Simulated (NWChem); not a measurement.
C$_{5}$H$_{4}$O; SMILES O=C1C=CC=C1

Computed with NWChem. Medium grid unless said otherwise, to which SCAN and Minnesota functionals are sensitive. Geometry: optimised at PBE0/def2-SVP. Total energies of different functionals are on different scales.

```
level                   energy (Ha)  highest occupied level (eV)  orbital gap (eV)  dipole (D)
----------------------  -----------  ---------------------------  ----------------  ----------
PBE/def2-TZVP             -267.8816                        -6.01              2.15        3.03
B3LYP/def2-TZVP           -268.2106                        -6.95              3.85        3.26
r2SCAN/def2-TZVP          -268.0552                        -6.27              2.49        3.17
Hartree-Fock/def2-TZVP    -266.5812                        -9.35             10.27        3.83
BLYP/def2-TZVP            -268.1226                        -5.91              2.22        3.08
M06-2X/def2-TZVP          -268.0931                            ?                 ?        3.27
```

### Question
Fill in the missing entries.

### Answer

- M06-2X/def2-TZVP, highest occupied level (eV): -8.35
- M06-2X/def2-TZVP, orbital gap (eV): 6.38
